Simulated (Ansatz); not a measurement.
`[OH][InH][CH2]Br` + H₂ → `[OH][InH2]` + `CBr` at 600 K and 1 bar (hydrogenolysis of the In–C bond).

Gas-phase electronic energies from Ansatz, PBE0-D4/def2-TZVP geometries. CBS: MP2 limit from def2 TZ/QZ plus the TZ coupled-cluster correction, frozen cores. This one scheme is used for every species. def2 core potentials past Kr. For Br, In outer-core shells are correlated without core-valence functions, which leaves a few kJ/mol of doubt a bond. Scalar relativity is left out up to krypton. Each species was taken in one conformer, which may not be the lowest.

```tsv
species	CCSD(T)/CBS energy (Eh)	H − E (kJ/mol)	S (J/(mol·K))
`[OH][InH][CH2]Br`	-2878.76778	177.3	453.0
H₂	-1.17544	43.9	150.8
`[OH][InH2]`	-266.78179	100.4	326.1
`CBr`	-2613.17401	124.2	281.5
```

H − E and S are ideal-gas, rigid-rotor, harmonic terms from PBE0-D4/def2-TZVP, for one conformer and one mirror image of each species. For small species the MP2-based limit differs from directly extrapolated CCSD(T) by up to some mEh (0.8 for H₂); such offsets cancel only in part. 1 Eh = 2625.50 kJ/mol, R = 8.31446 J/(mol·K).

Problem. By hand: ΔE, ΔH, ΔS and ΔG.

Solution. ΔE = (-266.78179) + (-2613.17401) − (-2878.76778) − (-1.17544) = -0.01258 Eh = -33.0 kJ/mol. Δ(H − E) = 100.4 + 124.2 − 177.3 − 43.9 = 3.4, so ΔH = -29.6 kJ/mol. ΔS = 326.1 + 281.5 − 453.0 − 150.8 = 3.8 J/(mol·K). ΔG = -29.6 − 600 × (3.8)/1000 = -31.9 kJ/mol.

Problem. By hand: the equilibrium constant, and the temperature at which ΔG would vanish if ΔH and ΔS stayed fixed.

Solution. log₁₀ K = −ΔG/(RT ln 10) = 2.8. ΔH and −TΔS have one sign here, so there is no such temperature. One of them is within its doubt of zero, so this could turn.

The number of gas molecules stays the same, so ΔS is small and ΔH decides. A doubt of 5 kJ/mol in ΔE shifts log₁₀ K by 0.4 here. Other conformers and mirror images would add mixing entropy, several J/(mol·K) or more a flexible species. Modes under 60 cm⁻¹, often nearly free rotors, make the harmonic entropy too high. These are equilibria of isolated gas molecules and say nothing of rates. Largest T1 diagnostic: 0.017 (customary marks: 0.02 for closed shells, 0.045 for open ones).
